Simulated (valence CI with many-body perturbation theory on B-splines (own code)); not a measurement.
**E1 line list for Ir⁷⁰⁺**

Computed by valence CI with perturbative core correlation (CI+MBPT): five valence electrons over a frozen Dirac-Fock core [He], radial functions for each j: 11 s, 11 p, 10 d, 8 f, 5 g, 2 h, with the one-electron correlation potential Σ1, the two-electron term Σ2, the three-electron term Σ3, Breit, model QED; selected CI, second order for the rest, scaled by the run's own slope (own B-spline code, finite nucleus).

The last digits are not significant, and no measured levels were compared; by estimate large intervals hold to a few tenths of a per cent, small ones and those within an open d or f shell to about a per cent. Among the levels kept, up to 7600 cm⁻¹ of a level comes from second order outside the variational space, and about a tenth of that is noise between levels of different J, which matters for small intervals.

Lines 201 to 250 of 600 in falling wavelength, among levels below 14415 eV, chosen from the strongest by gf and those to the six lowest levels. Wavelengths and rates use the calculated energies. Electric multipoles are in the length gauge with retardation, E1 and E2 with the static RPA response of the core. Weak lines are less certain than strong ones. Lines between different terms over intervals too small for the method are left out, as are lines whose strength nearly cancels. The highest levels of a list are the least certain.

Levels are named by their leading jj configuration (3d3/2^4 stands for four electrons in 3d with j = 3/2), which in mixed levels can hold well under half, so a name can repeat and another be missing. Letters in brackets count levels of one name in rising energy.

```tsv
λ vac (nm)	Upper	Lower	A (s⁻¹)	log gf	Branch %
0.5999	(2p1/2^2 2p3/2^2 3p1/2) J=5/2	(2s 2p1/2^2 2p3/2 3p1/2) J=3/2 [b]	1.26e+13	-0.39	1.2
0.5990	(2p1/2^2 2p3/2^2 3s) J=3/2	(2s 2p1/2^2 2p3/2 3s) J=3/2 [b]	5.13e+12	-0.96	1.6
0.5988	(2s 2p1/2 2p3/2^2 3p3/2) J=5/2 [b]	(2s^2 2p1/2 2p3/2 3p3/2) J=3/2 [a]	4.83e+12	-0.81	0.9
0.5986	(2s 2p1/2 2p3/2^3) J=3/2 [a]	(2s^2 2p1/2 2p3/2^2) J=3/2	1.36e+13	-0.53	95.5
0.5961	(2p1/2^2 2p3/2^2 3s) J=3/2	(2s 2p1/2^2 2p3/2 3s) J=1/2	1.03e+13	-0.66	3.2
0.5937	(2s 2p1/2 2p3/2^2 3p3/2) J=1/2 [c]	(2s^2 2p1/2 2p3/2 3p3/2) J=1/2 [b]	8.35e+12	-1.05	1.4
0.5932	(2s 2p1/2 2p3/2^3) J=5/2	(2s^2 2p1/2 2p3/2^2) J=5/2	1.34e+13	-0.37	93.5
0.5932	(2p1/2^2 2p3/2^2 3p3/2) J=3/2	(2s 2p1/2^2 2p3/2 3p3/2) J=1/2 [b]	1.09e+13	-0.64	2.4
0.5924	(2s 2p1/2 2p3/2^2 3p3/2) J=7/2 [c]	(2s^2 2p1/2 2p3/2 3p3/2) J=5/2 [b]	4.94e+12	-0.68	1.3
0.5918	(2s 2p1/2 2p3/2^2 3p3/2) J=5/2 [c]	(2s^2 2p1/2 2p3/2 3p3/2) J=3/2 [b]	5.49e+12	-0.76	1.3
0.5916	(2s 2p1/2 2p3/2^2 3d5/2) J=7/2 [c]	(2s^2 2p1/2 2p3/2 3d5/2) J=5/2 [b]	3.84e+12	-0.79	4.3
0.5910	(2s 2p1/2 2p3/2^2 3d5/2) J=9/2 [c]	(2s^2 2p1/2 2p3/2 3d5/2) J=7/2 [b]	5.78e+12	-0.52	15.2
0.5896	(2s 2p1/2 2p3/2^2 3d5/2) J=5/2 [c]	(2s^2 2p1/2 2p3/2 3d5/2) J=5/2 [b]	6.71e+12	-0.68	0.8
0.5896	(2s 2p1/2 2p3/2^2 3d5/2) J=7/2 [d]	(2s^2 2p1/2 2p3/2 3d5/2) J=7/2 [b]	2.88e+12	-0.92	1.7
0.5896	(2s 2p1/2 2p3/2^2 3p3/2) J=3/2 [d]	(2s^2 2p1/2 2p3/2 3p3/2) J=3/2 [b]	8.72e+12	-0.74	4.1
0.5893	(2s 2p1/2 2p3/2^3) J=1/2	(2s^2 2p1/2 2p3/2^2) J=1/2	9.55e+12	-1.00	26.8
0.5891	(2s 2p1/2 2p3/2^2 3d5/2) J=3/2 [c]	(2s^2 2p1/2 2p3/2 3d5/2) J=3/2 [b]	5.63e+12	-0.93	0.3
0.5890	(2s 2p1/2 2p3/2^2 3d5/2) J=3/2 [d]	(2s^2 2p1/2 2p3/2 3d5/2) J=1/2	7.50e+12	-0.81	2.6
0.5886	(2s 2p1/2^2 2p3/2 3d5/2) J=7/2 [b]	(2s^2 2p1/2^2 3d5/2) J=5/2	1.64e+13	-0.17	3.2
0.5882	(2s 2p1/2 2p3/2^2 3d3/2) J=3/2 [c]	(2s^2 2p1/2 2p3/2 3d3/2) J=5/2 [a]	9.05e+12	-0.73	3.1
0.5881	(2s 2p1/2^2 2p3/2 3p3/2) J=5/2 [b]	(2s^2 2p1/2^2 3p3/2) J=3/2	1.78e+13	-0.26	6.0
0.5880	(2s 2p1/2 2p3/2^2 3d5/2) J=7/2 [e]	(2s^2 2p1/2 2p3/2 3d5/2) J=7/2 [b]	9.97e+12	-0.38	0.5
0.5880	(2s 2p1/2 2p3/2^2 3d5/2) J=5/2 [d]	(2s^2 2p1/2 2p3/2 3d5/2) J=3/2 [b]	7.66e+12	-0.62	1.3
0.5875	(2s 2p1/2 2p3/2^2 3d5/2) J=3/2 [d]	(2s^2 2p1/2 2p3/2 3d5/2) J=3/2 [b]	4.32e+12	-1.05	1.5
0.5872	(2s 2p1/2 2p3/2^3) J=3/2 [b]	(2s^2 2p1/2 2p3/2^2) J=1/2	8.77e+12	-0.74	24.8
0.5872	(2p1/2 2p3/2^4) J=1/2	(2s 2p1/2 2p3/2^3) J=3/2 [b]	3.84e+13	-0.40	66.6
0.5871	(2s 2p1/2^2 2p3/2 3d3/2) J=3/2 [b]	(2s^2 2p1/2^2 3d3/2) J=3/2	1.75e+13	-0.44	9.2
0.5870	(2s 2p1/2 2p3/2^2 3d5/2) J=7/2 [c]	(2s^2 2p1/2 2p3/2 3d5/2) J=5/2 [a]	3.28e+12	-0.87	3.6
0.5868	(2s 2p1/2 2p3/2^2 3p3/2) J=5/2 [e]	(2s^2 2p1/2 2p3/2 3p3/2) J=5/2 [b]	1.49e+13	-0.34	22.8
0.5867	(2s 2p1/2 2p3/2^3) J=5/2	(2s^2 2p1/2 2p3/2^2) J=3/2	8.67e+11	-1.57	6.1
0.5866	(2s 2p1/2 2p3/2^2 3s) J=1/2 [a]	(2s^2 2p1/2 2p3/2 3s) J=3/2 [a]	1.23e+13	-0.90	6.3
0.5860	(2p1/2^2 2p3/2^3) J=3/2	(2s 2p1/2^2 2p3/2^2) J=3/2	2.80e+13	-0.24	65.4
0.5860	(2s 2p1/2 2p3/2^2 3p3/2) J=3/2 [f]	(2s^2 2p1/2 2p3/2 3p3/2) J=1/2 [b]	6.34e+12	-0.88	2.9
0.5858	(2s 2p1/2 2p3/2^2 3p3/2) J=3/2 [c]	(2s^2 2p1/2 2p3/2 3p3/2) J=5/2 [a]	1.05e+13	-0.67	4.8
0.5857	(2p1/2^2 2p3/2^3) J=3/2	(2s 2p1/2^2 2p3/2^2) J=1/2	6.55e+12	-0.87	15.3
0.5856	(2s 2p1/2 2p3/2^2 3p1/2) J=3/2 [b]	(2s^2 2p1/2 2p3/2 3p1/2) J=5/2	4.38e+12	-1.05	0.8
0.5856	(2s 2p1/2^2 2p3/2 3s) J=1/2	(2s^2 2p1/2^2 3s) J=1/2	1.89e+13	-0.71	5.5
0.5856	(2s 2p1/2 2p3/2^2 3d5/2) J=3/2 [e]	(2s^2 2p1/2 2p3/2 3d5/2) J=1/2	5.56e+12	-0.94	0.2
0.5855	(2s 2p1/2 2p3/2^2 3p3/2) J=3/2 [e]	(2s^2 2p1/2 2p3/2 3p3/2) J=3/2 [b]	7.30e+12	-0.82	2.2
0.5855	(2s 2p1/2^2 2p3/2 3p1/2) J=1/2	(2s^2 2p1/2^2 3p1/2) J=1/2	1.92e+13	-0.70	2.9
0.5855	(2s 2p1/2^2 2p3/2 3d3/2) J=5/2 [b]	(2s^2 2p1/2^2 3d3/2) J=3/2	1.65e+13	-0.29	16.2
0.5854	(2s 2p1/2 2p3/2^2 3d3/2) J=1/2 [d]	(2s^2 2p1/2 2p3/2 3d3/2) J=3/2 [b]	1.01e+13	-0.98	0.6
0.5851	(2s 2p1/2^2 2p3/2 3p1/2) J=3/2 [b]	(2s^2 2p1/2^2 3p1/2) J=1/2	1.86e+13	-0.42	4.2
0.5851	(2p1/2 2p3/2^4) J=1/2	(2s 2p1/2 2p3/2^3) J=1/2	1.83e+13	-0.73	31.6
0.5849	(2s 2p1/2 2p3/2^2 3d3/2) J=7/2 [c]	(2s^2 2p1/2 2p3/2 3d3/2) J=7/2	2.05e+13	-0.07	41.2
0.5849	(2s 2p3/2^4) J=1/2	(2s^2 2p3/2^3) J=3/2	2.99e+13	-0.51	99.0
0.5847	(2s 2p1/2 2p3/2^2 3d3/2) J=5/2 [e]	(2s^2 2p1/2 2p3/2 3d3/2) J=5/2 [b]	5.52e+12	-0.77	0.4
0.5845	(2s 2p1/2 2p3/2^2 3d5/2) J=5/2 [b]	(2s^2 2p1/2 2p3/2 3d5/2) J=7/2 [a]	9.70e+12	-0.53	1.1
0.5843	(2s 2p1/2 2p3/2^2 3d5/2) J=5/2 [c]	(2s^2 2p1/2 2p3/2 3d5/2) J=3/2 [a]	9.87e+12	-0.52	1.2
0.5843	(2s 2p1/2 2p3/2^2 3s) J=3/2 [d]	(2s^2 2p1/2 2p3/2 3s) J=3/2 [b]	2.06e+13	-0.37	8.9
```
